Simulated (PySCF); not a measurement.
Electron correlation in Ga (gallium, neutral)

[Ar] 3d10 4s2 5s1, 2S determinant (an excited configuration). Calculation: PySCF 2.14, in aug-cc-pVQZ-DK; the spin-free X2C one-electron Hamiltonian (Gaussian nucleus). Frozen: [Ar] 3d10; 3 electrons correlated.

| level | correlation energy (mhartree) |
| --- | --- |
| CCSD | -43.27 |
| (T) | -0.67 |
| CCSD(T) | -43.94 |

Diagnostics: T1 = 0.018, D1 = 0.0427, largest double amplitude 0.082.

Is a single reference adequate?

Mostly. T1 lies below 0.03, but a double amplitude of this size points to a near-degeneracy that CCSD handles and MP2 describes poorly.
